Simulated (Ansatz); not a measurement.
Species: sum formula H$_{8}$Si$_{3}$O$_{4}$, charge 0, multiplicity 1. 
Structure (B3LYP-D3(BJ)/def2-TZVP (Ansatz, a program for electronic structure) minimum search):
SMILES: O[Si](O)(O[SiH3])O[SiH3]
```xyz
15

O     -0.7783    -1.9562     0.1657
Si    -0.0314    -0.6067    -0.3757
O      0.6370    -0.7764    -1.8578
O     -1.1750     0.5391    -0.4119
Si    -2.4847     1.1025     0.4054
O      1.1916    -0.2169     0.6115
Si     2.5760     0.6652     0.6892
H     -0.2366    -2.7183     0.3835
H      0.0507    -0.8790    -2.6110
H     -3.6821     0.3091     0.0511
H     -2.2547     1.0251     1.8658
H     -2.6913     2.5119     0.0092
H      3.6933    -0.0921     0.0833
H      2.8687     0.9200     2.1158
H      2.4087     1.9529    -0.0218
```

Wanted: atomisation energy (electronic, to ground-state atoms), in kcal/mol. Correlated levels leave the core frozen unless marked. UHF or UKS for open shells. No spin-orbit coupling. Non-relativistic. The coupled-cluster limit lacks core correlation, which all-electron functionals hold. CBS marks a two-point X^-3 extrapolation of the correlation energy; Hartree-Fock from the larger set. The bracket is a focal-point correction in the basis named.

```csv
level,program,atomisation energy (kcal/mol),minus last row
HSE06-D4/def2-TZVPD,Ansatz + dftd4,1340.1,-37.9
HSE06/def2-TZVPD,Ansatz,1332.5,-45.5
B2GP-PLYP/def2-TZVPD,Ansatz,1344.9,-33.1
RI-MP2/aug-cc-pV(T+d)Z,Ansatz,1371.3,-6.7
RI-MP2/cc-pV(T+d)Z,Ansatz,1360.2,-17.8
"RI-MP2/CBS(aug-cc-pV(T+d)Z,aug-cc-pV(Q+d)Z)+[CCSD(T)-MP2]/aug-cc-pV(D+d)Z",Ansatz,1377.0,-1.0
"CCSD(T)/CBS(cc-pV(T+d)Z,cc-pV(Q+d)Z)",Ansatz,1378.0,0.0
```
